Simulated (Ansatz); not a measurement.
`CB[TeH]` + `[OH][SbH2]` → `B[TeH]` + `[CH3][SbH][OH]` at 298.15 K and 1 bar (redistribution).

Gas-phase electronic energies from Ansatz, PBE0-D4/def2-TZVP geometries. CCSD(T)/CBS adds triple-zeta CCSD(T) − MP2 to the extrapolated MP2 energy (def2 sets, frozen cores). Elements past krypton have def2 core potentials. For Sb, Te outer-core shells are correlated without core-valence functions, which leaves a few kJ/mol of doubt a bond. One conformer a species, not always the lowest.

| species | CCSD(T)/CBS energy (Eh) | H − E (kJ/mol) | S (J/(mol·K)) |
| --- | --- | --- | --- |
| `CB[TeH]` | -333.59211 | 162.9 | 310.4 |
| `[OH][SbH2]` | -316.98030 | 82.9 | 277.2 |
| `B[TeH]` | -294.31292 | 83.4 | 268.1 |
| `[CH3][SbH][OH]` | -356.25469 | 165.2 | 318.3 |

H − E and S are ideal-gas, rigid-rotor, harmonic terms from PBE0-D4/def2-TZVP, for one conformer and one mirror image of each species. 1 Eh = 2625.50 kJ/mol, R = 8.31446 J/(mol·K).

Q: By hand: ΔE, ΔH, ΔS and ΔG.

A: ΔE = (-294.31292) + (-356.25469) − (-333.59211) − (-316.98030) = 0.00480 Eh = 12.6 kJ/mol. Δ(H − E) = 83.4 + 165.2 − 162.9 − 82.9 = 2.8, so ΔH = 15.4 kJ/mol. ΔS = 268.1 + 318.3 − 310.4 − 277.2 = -1.2 J/(mol·K). ΔG = 15.4 − 298.15 × (-1.2)/1000 = 15.8 kJ/mol.

Q: By hand: the equilibrium constant, and the temperature at which ΔG would vanish if ΔH and ΔS stayed fixed.

A: log₁₀ K = −ΔG/(RT ln 10) = -2.8. ΔH and −TΔS have one sign here, so there is no such temperature.

The number of gas molecules stays the same, so ΔS is small and ΔH decides. A doubt of 5 kJ/mol in ΔE shifts log₁₀ K by 0.9 here. Other conformers and mirror images would add mixing entropy, several J/(mol·K) or more a flexible species. These are equilibria of isolated gas molecules and say nothing of rates. Largest T1 diagnostic: 0.015 (customary marks: 0.02 for closed shells, 0.045 for open ones).

ΔS is within the doubt of such terms, so its sign, and with it that verdict, could turn.
